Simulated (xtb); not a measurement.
C₃H₁₁BSi, SMILES CB(C)C[SiH3]. All values are semi-empirical tight-binding results from xtb (GFN2-xTB unless named), good for trends rather than for accurate numbers. Geometry optimised at GFN2-xTB. This is a generated structure with no PubChem entry under its InChIKey; it may be hypothetical. Other conformers were not sampled.

Optimised geometry:

Bond lengths (Å): Si1–C2 1.911, Si1–H6 1.468, Si1–H7 1.466, Si1–H8 1.465, C2–B3 1.559, C2–H9 1.090, C2–H10 1.091, B3–C4 1.581, B3–C5 1.580, C4–H11 1.088, C4–H12 1.091, C4–H13 1.089, C5–H14 1.089, C5–H15 1.090, C5–H16 1.088. Bond angles (°): C2–Si1–H6 108.4, C2–Si1–H7 110.6, C2–Si1–H8 110.7, H6–Si1–H7 108.9, H6–Si1–H8 109.1, H7–Si1–H8 109.1, Si1–C2–B3 109.3, Si1–C2–H9 106.6, Si1–C2–H10 106.8, B3–C2–H9 113.1, B3–C2–H10 113.2, H9–C2–H10 107.4, C2–B3–C4 119.7, C2–B3–C5 120.7, C4–B3–C5 119.6, B3–C4–H11 113.8, B3–C4–H12 109.3, B3–C4–H13 112.5, H11–C4–H12 106.6, H11–C4–H13 108.1, H12–C4–H13 106.1, B3–C5–H14 111.7, B3–C5–H15 109.7, B3–C5–H16 114.2, H14–C5–H15 105.8, H14–C5–H16 107.7, H15–C5–H16 107.3.

The orbital gap is 4.69 eV, the dipole moment is 0.24 D and the zero-point energy is 79.8 kcal/mol. The G − E(el) at 298.15 K (modified RRHO) comes out as 58.6 kcal/mol, the static polarisability (D4 model) is 79.0 bohr³ and the solvation energy, GFN2-xTB/ALPB(water) comes out as 0.1 kcal/mol. The solvation energy, GFN2-xTB/ALPB(benzene) is -4.0 kcal/mol.

Computed atomic charges and the Wiberg bond orders between heavy atoms:
charges (e) Si1 0.46, C2 -0.23, B3 0.24, C4 -0.19, C5 -0.19, H6 -0.10, H7 -0.11, H8 -0.10, H9 0.02, H10 0.02, H11 0.03, H12 0.04, H13 0.03, H14 0.04, H15 0.04, H16 0.02. Bond orders Si1–C2 0.85, C2–B3 1.08, B3–C4 1.03, B3–C5 1.03.
